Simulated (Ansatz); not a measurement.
Relaxation of C$_{3}$H$_{6}$BLi (11 atoms, charge 0, multiplicity 1), to a largest force component of 0.015 eV/Å in at most 40 steps.

The calculation used Ansatz 0.2.0, RKS PBE-D4/def2-SVP.

```xyz
11
Properties=species:S:1:pos:R:3
Li -0.098 0.690 -2.024
C 0.123 1.366 -0.223
C -0.033 -0.057 0.085
B 1.176 -0.849 0.633
C -1.217 -0.697 -0.117
H 0.990 1.804 0.261
H -0.770 1.941 0.038
H 2.268 -0.452 0.464
H 1.014 -1.849 1.223
H -1.358 -1.731 0.144
H -2.095 -0.165 -0.482
```

**Question.** Where does it end, and by what steps?

**Answer.** The run converged. After 18 steps the energy has fallen by 0.474 eV; Li1 moved furthest, 0.51 Å. Joined: Li1–C5.

| step | energy less start (eV) | largest force component (eV/Å) | accepted |
| --- | --- | --- | --- |
| 0 | 0.0000 | 1.072 | yes |
| 1 | -0.2634 | 0.855 | yes |
| 2 | -0.3939 | 0.513 | yes |
| 3 | -0.4375 | 0.326 | yes |
| 4 | -0.4588 | 0.147 | yes |
| 5 | -0.4652 | 0.079 | yes |
| 6 | -0.4672 | 0.067 | yes |
| 7 | -0.4661 | 0.387 | no |
| 8 | -0.4691 | 0.065 | yes |
| 9 | -0.4709 | 0.042 | yes |
| 10 | -0.4714 | 0.227 | yes |
| 11 | -0.4730 | 0.068 | yes |
| 12 | -0.4735 | 0.037 | yes |
| 13 | -0.4740 | 0.025 | yes |
| 14 | -0.4742 | 0.029 | yes |
| 15 | -0.4738 | 0.065 | no |
| 16 | -0.4743 | 0.022 | yes |
| 17 | -0.4744 | 0.016 | yes |
| 18 | -0.4744 | 0.012 | yes |

```xyz
11
Properties=species:S:1:pos:R:3
Li -0.454 0.395 -1.796
C 0.192 1.393 -0.112
C -0.025 0.009 0.142
B 1.182 -0.829 0.659
C -1.212 -0.691 -0.217
H 1.141 1.867 0.177
H -0.668 2.087 -0.238
H 2.249 -0.292 0.907
H 1.072 -2.031 0.835
H -1.307 -1.765 -0.003
H -2.171 -0.145 -0.353
```

Whether the end is a true minimum wasn't checked by a vibrational analysis.

The run took 39 s on 2 threads of Arm Neoverse V1, with other jobs on the host, peak memory 0.13 GiB.
